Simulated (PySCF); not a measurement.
Two-component Hartree-Fock for Ru³²⁺ (ruthenium, charge +32)

Start: [Ne] 3s2. Calculated with PySCF 2.14 in an even-tempered Gaussian basis (18 s from 1.9 bohr⁻², ratio 2.6; 13 p from 2.4 bohr⁻², ratio 2.6; 6 d from 2.5 bohr⁻², ratio 2.8; 4 f from 36 bohr⁻², ratio 2.8): generalised Hartree-Fock with the X2C-1e Hamiltonian and a Gaussian nucleus; spin-orbit coupling (SO) screened by Boettger's factors.

| spinor shell | electrons | ε, screened SO (eV) | weight of nominal j (screened SO) | rms radius, screened SO (bohr) |
| --- | --- | --- | --- | --- |
| 1s1/2 | 2 | -24018.1 | 1.000 | 0.0383 |
| 2s1/2 | 2 | -4958.0 | 1.000 | 0.154 |
| 2p1/2 | 2 | -4716.3 | 1.000 | 0.134 |
| 2p3/2 | 4 | -4579.2 | 1.000 | 0.138 |
| 3s1/2 | 2 | -1942.5 | 1.000 | 0.373 |

```
   quantity  screened SO
E (hartree)  -3726.79385
        M_J            0
       ⟨J²⟩        0.000
       ⟨L²⟩        0.004
       ⟨S²⟩        0.004
```

Breit and QED terms are absent; they matter most for the inner s and p1/2 levels.

Densities and radii are taken from the X2C orbitals without a picture-change correction, which distorts them close to the nucleus.
